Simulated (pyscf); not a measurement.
Structures and frequencies: ωB97X-D3(BJ)/def2-SVP in PySCF.

For the elementary gas-phase step H₃C–C(CH₃)=C=OH⁺ (SMILES CC(C)=C=[OH+]) → H₃C–C⁺(CH₃)–CH=O (SMILES C[C+](C)C=O) (singlet surface; H–O broken, C–H formed), what barrier and reaction energy does ωB97M-D3(BJ)/def2-TZVP give, measured from the reactant's lowest minimum found?

ΔE‡ = 244.9 kJ/mol, ΔE = +5.1 kJ/mol. Zero-point energy shifts the barrier by -17.3 kJ/mol. It is a hydrogen shift, with an imaginary mode of 2010i cm⁻¹. H₃C–C(CH₃)=C=OH⁺ lies 142.9 kJ/mol over its isomer H₃C–CH(CH₃)–C⁺=O (electronic energy, ωB97M-D3(BJ)/def2-TZVP). H₃C–C⁺(CH₃)–CH=O lies 147.9 kJ/mol over its isomer H₃C–CH(CH₃)–C⁺=O (electronic energy, ωB97M-D3(BJ)/def2-TZVP). This is the saddle that the search found; another between the same sides may lie lower.
